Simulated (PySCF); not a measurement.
# `CO[C@@H](C)[S@@+](C)[SiH3]`, [C$_{4}$H$_{13}$OSSi]+, charge +1

Molfile (atoms numbered from 1):
```
C4H13OSSi
     RDKit          3D

 20 19  0  0  0  0  0  0  0  0999 V2000
    1.7847    0.0134    1.4877 C   0  0  0  0  0  0  0  0  0  0  0  0
    0.5440   -0.0136    0.7917 O   0  0  0  0  0  0  0  0  0  0  0  0
    0.5432    0.5780   -0.4829 C   0  0  1  0  0  0  0  0  0  0  0  0
    1.2947   -0.1898   -1.5510 C   0  0  0  0  0  0  0  0  0  0  0  0
   -1.2562    0.7395   -0.8316 S   0  0  0  0  0  0  0  0  0  0  0  0
   -1.7290   -0.9683   -1.2127 C   0  0  0  0  0  0  0  0  0  0  0  0
   -1.7137    0.7661    1.4410 Si  0  0  0  0  0  4  0  0  0  0  0  0
    1.5699   -0.3383    2.4940 H   0  0  0  0  0  0  0  0  0  0  0  0
    2.5077   -0.6543    1.0168 H   0  0  0  0  0  0  0  0  0  0  0  0
    2.1873    1.0285    1.5281 H   0  0  0  0  0  0  0  0  0  0  0  0
    0.9003    1.6175   -0.4336 H   0  0  0  0  0  0  0  0  0  0  0  0
    1.0367   -1.2457   -1.5314 H   0  0  0  0  0  0  0  0  0  0  0  0
    1.0672    0.2219   -2.5308 H   0  0  0  0  0  0  0  0  0  0  0  0
    2.3663   -0.0945   -1.3886 H   0  0  0  0  0  0  0  0  0  0  0  0
   -2.8088   -1.0240   -1.1123 H   0  0  0  0  0  0  0  0  0  0  0  0
   -1.4530   -1.1853   -2.2401 H   0  0  0  0  0  0  0  0  0  0  0  0
   -1.2508   -1.6562   -0.5241 H   0  0  0  0  0  0  0  0  0  0  0  0
   -0.8728    1.8519    1.9120 H   0  0  0  0  0  0  0  0  0  0  0  0
   -3.1093    1.1855    1.3076 H   0  0  0  0  0  0  0  0  0  0  0  0
   -1.6135   -0.6217    1.8572 H   0  0  0  0  0  0  0  0  0  0  0  0
  1  2  1  0
  2  3  1  0
  3  4  1  0
  3  5  1  0
  5  6  1  6
  5  7  1  0
  1  8  1  0
  1  9  1  0
  1 10  1  0
  3 11  1  1
  4 12  1  0
  4 13  1  0
  4 14  1  0
  6 15  1  0
  6 16  1  0
  6 17  1  0
  7 18  1  0
  7 19  1  0
  7 20  1  0
M  CHG  1   5   1
M  END
```

Computed, not measured: PySCF, TDDFT HSE06/def2-SVPD circular dichroism and optical rotation, one conformer, IEF-PCM ethanol (non-equilibrium linear response, no local-field factor). Geometry: GFN2-xTB.

The molecule is flexible and this is one conformer; a measurement averages over conformers.

(1) What are the CIP labels of the stereocentres?

(2) List the lowest 1 singlet excitations with oscillator and rotatory strengths.

Answers

(1) C3 R, S5 R.

(2) Rotatory strengths R in 10⁻⁴⁰ esu² cm², velocity form and length form (origin at the centre of mass); f in length form.
```tsv
state	E (eV)	λ (nm)	f	R (velocity)	R (length)	main
1	6.13	202	0.002	+1.6	+1.7	HOMO→LUMO 0.98
```

Among the states computed, the strongest CD band (largest |R|) is state 1. The largest dissymmetry factor in size, g = 4R/(D+G), with D and G the electric and magnetic dipole strengths, is +0.0083 for state 1 (velocity form, f = 0.002), among bands with |R| over 0.5. The mirror image has the same energies and oscillator strengths and all R with the opposite sign.
